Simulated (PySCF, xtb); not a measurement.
Si(I)2(OH)2 (H2I2O2Si), SMILES O[Si](O)(I)I.

GFN2-xTB (xtb 6.7.1) at its own geometry gives an orbital gap of 5.66 eV and a dipole moment of 6.20 D.

Geometry optimised at PBE-D3(BJ)/def2-SVP. This is a generated structure with no PubChem entry under its InChIKey; it may be hypothetical. The def2 effective core potentials stand for the cores of I; spin–orbit coupling is left out. The values are those of a single conformer.

### Question
What does CAM-B3LYP/def2-TZVP (PySCF) give? (The exact figures need the calculation; the answer reports its results.)

### Answer
gap 8.59 eV (levels -8.94 and -0.35 eV), dipole 1.37 D.
